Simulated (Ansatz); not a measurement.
```yaml
crystal:
  periodic: [false, false, false]
  atoms:
    - {symbol: F, position_ang: [-0.366068, -1.203628, 2.970633]}
    - {symbol: In, position_ang: [-0.199436, -0.669352, 1.509526]}
    - {symbol: C, position_ang: [0.305821, 1.232233, -0.088618]}
    - {symbol: C, position_ang: [-0.192178, -0.362811, -0.829688]}
    - {symbol: H, position_ang: [1.217650, 1.442189, -0.396692]}
    - {symbol: H, position_ang: [-0.450015, 1.389343, -0.606405]}
    - {symbol: H, position_ang: [0.569063, -0.513089, -1.542819]}
    - {symbol: H, position_ang: [-1.327683, -0.432646, -1.550185]}
basis:
  gaussian: {orbitals: def2-TZVPD}
hamiltonian: {xc: {name: wB97M-V}, dispersion: d2}
correlation: {electrons: all}
accuracy: high
```

```sh
$ ansatz run in.yaml --threads 2 --pin off --events-out ev --progress --plain --max-ram 4352MiB
```

Task: How does Ansatz answer? (Estimate.)

Result: Ansatz gave: The input was rejected before any iteration.
```
Error: YAML parse error: error: line 14 column 48: hamiltonian.dispersion: `d2` is not `none`, `rvv10`, `d3bj`, `d3bjatm`, `d4` or a map `{method: …, s8: …, a1: …, a2_bohr: …}` (numbers without units, a2 in bohr) or `{method: …, functional: …}`
12 | basis:
13 |   gaussian: {orbitals: def2-TZVPD}
14 | hamiltonian: {xc: {name: wB97M-V}, dispersion: d2}
15 | correlation: {electrons: all}
16 | accuracy: high
```
